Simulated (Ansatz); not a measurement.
C2H8AlNSi, SMILES `C[C]1(N)[AlH][SiH2]1`, relaxed with RKS PBE-D4/def2-SVP in the Gaussian-basis code of Ansatz from a rough embedded geometry. The force threshold is 0.03 eV/Å; the program also tests the step.

Charge 0, multiplicity 1.

Start:

```xyz
13

C    -0.460    1.125   -0.922
C     0.160   -0.009   -0.246
N     1.547   -0.220   -0.679
Al   -0.946   -1.644    0.033
Si   -0.097   -0.065    1.616
H     0.072    2.115   -0.727
H    -0.493    0.992   -2.020
H    -1.542    1.325   -0.568
H     2.073    0.560   -0.352
H     1.916   -1.091   -0.152
H    -1.760   -2.918   -0.576
H     0.835   -0.831    2.453
H    -1.303    0.661    2.139
```

(1) How much energy does the relaxation release, and in how many steps? (Estimate.)

(2) Which bonds change most? (Best estimate.)

(3) Give the relaxed structure. (Estimate.)

Results:

(1) The calculation gave: 87.19 kJ/mol, in 13 steps, 1 of them rejected.

(2) Ansatz gave: C2–Si5 from 1.880 to 1.976 Å; C1–C2 from 1.458 to 1.536 Å; N3–H10 from 1.083 to 1.026 Å; Al4–Si5 from 2.391 to 2.343 Å.

(3) Computed: 
```xyz
13

C    -0.544    0.785   -0.988
C     0.338   -0.130   -0.125
N     1.710   -0.087   -0.551
Al   -1.170   -1.447   -0.035
Si   -0.286   -0.210    1.748
H    -0.465    1.863   -0.713
H    -0.288    0.672   -2.063
H    -1.650    0.583   -0.869
H     2.116    0.852   -0.416
H     2.284   -0.731    0.005
H    -2.186   -2.143   -1.064
H     0.766   -1.013    2.475
H    -0.625    1.007    2.595
```
